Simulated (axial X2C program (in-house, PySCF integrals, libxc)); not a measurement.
## WN: nuclear properties from DFT to coupled cluster

Calculated with an axial X2C code built on PySCF integrals: two-component X2C with atomic mean-field Coulomb and Gaunt terms, Gaussian nuclei, basis W dyall-acv3z, N dyall-av3z with contracted cores.

R = 1.648 Å (near the PBE0 minimum at charge 0 of the determinant lowest at the starting distance; the state shown can have its own minimum elsewhere); state Ω = 3/2 (⟨Sz⟩ = 1.50, ⟨Lz⟩ = 0.00 at PBE0).

| level | Eeff magnitude (GV/cm) | Ws magnitude W (kHz) | A∥/gI W (MHz) | A∥/gI N (MHz) | μ (D) |
| --- | --- | --- | --- | --- | --- |
| PBE0 | 37.6 | 23.7 | 4000 | 14.4 | -4.22 |
| HF | 58.7 | 36.7 | 2840 | -29.1 | -4.10 |
| B3LYP | 35.9 | 22.6 | 4120 | 15.6 | -4.17 |

Eeff is the effective electric field on the electron electric dipole moment in this Ω state and Ws the scalar–pseudoscalar constant of the nucleus named (defined with the proton number Z and per Ω); A∥ (defined per Ω) follows by multiplying with gI = μI/(I μN); μ is positive if the N end (last atom) is positive. The operators were transformed with the bare-nucleus X2C matrices; with these basis sets, hyperfine constants and field gradients can be off by tens of per cent, and where levels differ in sign neither size nor sign is settled.

Finite-field MP2, CCSD and CCSD(T), with 19 electrons correlated in 130 natural virtual spinors (MP2 remainder added):

```csv
level,Eeff magnitude (GV/cm),Ws magnitude W (kHz),A∥/gI W (MHz),A∥/gI N (MHz),μ (D)
MP2,42.3,27.2,4030,36,-5.43
CCSD,40.4,25.3,3710,12.8,-4.35
CCSD(T),36.8,23,3780,15.2,-4.33
```

T1 = 0.054 (Lee–Taylor), a sign of multireference character. One unrestricted determinant, the lowest of a limited PBE0 search, is the reference; the functionals treat spin collinearly. With several open shells it need not be a pure state. Correlation of the inner shells is missing, which matters for properties at the nucleus. Number of frozen shells: W 4 s, 3 p, 2 d, 1 f; N 1 s.

Question: By how much does correlation change each value, CCSD(T) against HF?

Answer: Eeff magnitude -37 %; Ws magnitude W -37 %; A∥/gI W 33 %; A∥/gI N from -29.1 to 15.2, a change of sign; μ 6 %.
